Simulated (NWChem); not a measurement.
The numbers come from NWChem runs, not from measurements. System: F2Sn, charge 0, spin multiplicity 1, at a geometry optimised with B3LYP/def2-SVP with def2 effective core potentials on Sn. The structure started from a generated list of species. Level: BHandHLYP/def2-TZVPD with def2 effective core potentials on Sn.

Job file:

```
start mol
memory heap 200 mb stack 900 mb global 1100 mb
geometry units angstroms nocenter noautoz
  Sn     0.000000     0.000000     0.346181
  F      1.459591     0.000000    -0.961614
  F     -1.459591     0.000000    -0.961614
  symmetry group C2v
end
basis spherical
  * library def2-tzvpd
end
ecp
  Sn library def2-ecp
end
dft
  xc bhlyp
  semidirect memsize 60000000 filesize 0
  iterations 100
end
task dft energy
```

NWChem printed:

```
             Northwest Computational Chemistry Package (NWChem) 7.3.0
             --------------------------------------------------------

                                NWChem Input Module
                                -------------------

 Scaling coordinates for geometry "geometry" by  1.889725989
 (inverse scale =  0.529177249)

 Turning off AUTOSYM since
 SYMMETRY directive was detected!

                             Geometry "geometry" -> ""
                             -------------------------

 Output coordinates in angstroms (scale by  1.889725989 to convert to a.u.)

  No.       Tag          Charge          X              Y              Z
 ---- ---------------- ---------- -------------- -------------- --------------
    1 Sn                  50.0000     0.00000000     0.00000000     0.34618100
    2 F                    9.0000     1.45959100     0.00000000    -0.96161400
    3 F                    9.0000    -1.45959100     0.00000000    -0.96161400

 Effective nuclear repulsion energy (a.u.)     257.7003022851

            Nuclear Dipole moment (a.u.)
            ----------------------------
        X                 Y               Z
 ---------------- ---------------- ----------------
     0.0000000000     0.0000000000    -0.0000037795

      Symmetry information
      --------------------

 Group name             C2v
 Group number             16
 Group order               4
 No. of unique centers     2

      Symmetry unique atoms

     1    2


 Summary of "ao basis" -> "" (spherical)
 ------------------------------------------------------------------------------
       Tag                 Description            Shells   Functions and Types
 ---------------- ------------------------------  ------  ---------------------
 *                         def2-tzvpd                 on all atoms

                                 NWChem DFT Module
                                 -----------------

 Summary of "ao basis" -> "ao basis" (spherical)
 ------------------------------------------------------------------------------
       Tag                 Description            Shells   Functions and Types
[...]
              MO Center=  8.5D-15, -5.4D-14,  3.8D-01, r^2= 2.9D+00
   Bfn.  Coefficient  Atom+Function         Bfn.  Coefficient  Atom+Function
  ----- ------------  ---------------      ----- ------------  ---------------
     5      0.541478  1 Sn s                  6      0.476000  1 Sn s
     2      0.406048  1 Sn s                  3     -0.331853  1 Sn s
     1     -0.256475  1 Sn s                  4     -0.232628  1 Sn s
    13     -0.198762  1 Sn pz                19      0.192202  1 Sn pz
    65     -0.187798  2 F  pz               105     -0.187798  3 F  pz

 Vector   21  Occ=0.000000D+00  E=-8.381139D-02  Symmetry=b2
              MO Center=  6.8D-15,  4.6D-15,  5.3D-01, r^2= 3.8D+00
   Bfn.  Coefficient  Atom+Function         Bfn.  Coefficient  Atom+Function
  ----- ------------  ---------------      ----- ------------  ---------------
    18      0.497648  1 Sn py                21      0.490217  1 Sn py
    12     -0.332665  1 Sn py                15      0.300501  1 Sn py
    64     -0.103730  2 F  py               104     -0.103730  3 F  py
    70     -0.091202  2 F  py               110     -0.091202  3 F  py
    67     -0.083745  2 F  py               107     -0.083745  3 F  py

 Vector   22  Occ=0.000000D+00  E=-1.198182D-02  Symmetry=b1
              MO Center=  6.8D-14, -9.6D-15,  9.1D-01, r^2= 5.8D+00
   Bfn.  Coefficient  Atom+Function         Bfn.  Coefficient  Atom+Function
  ----- ------------  ---------------      ----- ------------  ---------------
    20      0.845403  1 Sn px                17      0.537546  1 Sn px
    62     -0.365251  2 F  s                102      0.365251  3 F  s
    11     -0.234275  1 Sn px                14      0.206332  1 Sn px
    41     -0.204831  1 Sn d  1              74     -0.182002  2 F  pz
   114      0.182002  3 F  pz                71     -0.136936  2 F  pz

 Vector   23  Occ=0.000000D+00  E= 5.067590D-03  Symmetry=a1
              MO Center=  2.4D-14,  1.4D-16,  8.8D-01, r^2= 6.8D+00
   Bfn.  Coefficient  Atom+Function         Bfn.  Coefficient  Atom+Function
  ----- ------------  ---------------      ----- ------------  ---------------
     6      1.222111  1 Sn s                 22     -0.865931  1 Sn pz
    62     -0.465999  2 F  s                102     -0.465999  3 F  s
    19     -0.432907  1 Sn pz                40     -0.273945  1 Sn d  0
     2      0.182114  1 Sn s                 13      0.178859  1 Sn pz
    74     -0.179118  2 F  pz               114     -0.179118  3 F  pz

 center of mass
 --------------
 x =   0.00000000 y =   0.00000000 z =   0.05184500

 moments of inertia (a.u.)
 ------------------
         175.510159153014           0.000000000000           0.000000000000
           0.000000000000         464.582838630984           0.000000000000
           0.000000000000           0.000000000000         289.072679477970

     Multipole analysis of the density
     ---------------------------------

     L   x y z        total         alpha         beta         nuclear
     -   - - -        -----         -----         ----         -------
     0   0 0 0      0.000000    -20.000000    -20.000000     40.000000

     1   1 0 0      0.000000      0.000000      0.000000      0.000000
     1   0 1 0     -0.000000     -0.000000     -0.000000      0.000000
     1   0 0 1      1.647091      9.982169      9.982169    -18.317246

     2   2 0 0    -30.155800    -83.548248    -83.548248    136.940696
     2   1 1 0     -0.000000     -0.000000     -0.000000      0.000000
     2   1 0 1     -0.000000     -0.000000     -0.000000      0.000000
     2   0 2 0    -21.761420    -10.880710    -10.880710      0.000000
     2   0 1 1     -0.000000     -0.000000     -0.000000      0.000000
     2   0 0 2    -27.196191    -48.025182    -48.025182     68.854173

 Task  times  cpu:        8.3s     wall:        8.3s

 Total times  cpu:        8.3s     wall:        8.3s
```
